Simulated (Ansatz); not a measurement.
Relaxation of F2H8N3OTa (15 atoms, charge 0, multiplicity 1), to a largest force component of 0.03 eV/Å in at most 50 steps.

Computed with Ansatz 0.2.0, RKS PBE/def2-SVP.

```xyz
15
Properties=species:S:1:pos:R:3:forces:R:3
Ta -0.309 0.298 0.217 0.08 -0.17 0.12
F 1.597 0.582 0.342 -0.02 0.09 0.00
N -0.332 0.131 2.231 0.08 -0.02 -0.01
H -1.008 -0.458 2.736 0.04 0.04 -0.02
H 0.505 0.252 2.819 -0.12 -0.03 -0.06
N 0.098 -0.500 -1.623 -0.04 -0.10 -0.01
H -0.531 -1.128 -2.140 0.04 0.04 0.04
H 0.997 -0.440 -2.114 0.02 0.01 -0.01
N -1.034 2.093 -0.130 0.00 -0.01 0.03
H -1.355 2.731 0.604 0.00 0.01 -0.03
H -1.159 2.501 -1.061 -0.01 0.01 0.00
F -1.855 -0.822 0.204 0.02 0.03 -0.01
O 1.540 -2.312 0.513 0.10 0.59 0.01
H 1.131 -2.220 -0.375 0.09 0.03 0.04
H 2.070 -1.476 0.569 -0.28 -0.52 -0.09
```

Problem. Where does it end, and by what steps?

Solution. The run converged. After 11 steps the energy has fallen by 0.216 eV; O13 moved furthest, 0.63 Å. Joined: Ta1–O13 (3.21 → 2.46 Å).

```tsv
step	energy less start (eV)	largest force component (eV/Å)	accepted
0	0.0000	0.592	yes
1	-0.0033	1.298	yes
2	-0.0884	0.836	yes
3	-0.1638	0.690	yes
4	-0.1395	1.360	no
5	-0.1931	0.359	yes
6	-0.2072	0.201	yes
7	-0.2118	0.125	yes
8	-0.2148	0.165	yes
9	-0.2153	0.114	yes
10	-0.2155	0.063	yes
11	-0.2159	0.026	yes
```

```xyz
15
Properties=species:S:1:pos:R:3
Ta -0.165 0.145 0.261
F 1.699 0.646 0.346
N -0.230 0.177 2.286
H -0.912 -0.352 2.844
H 0.525 0.490 2.907
N 0.203 -0.475 -1.692
H -0.456 -1.002 -2.278
H 1.021 -0.223 -2.260
N -1.020 1.887 -0.120
H -1.363 2.542 0.589
H -1.174 2.259 -1.062
F -1.666 -1.040 0.253
O 0.986 -2.020 0.485
H 1.005 -2.008 -0.507
H 1.904 -1.795 0.737
```

Whether the end is a true minimum wasn't checked by a vibrational analysis.

Time of the run: 37 s on 4 threads of Arm Neoverse V2 (shared host), peak memory 0.24 GiB.
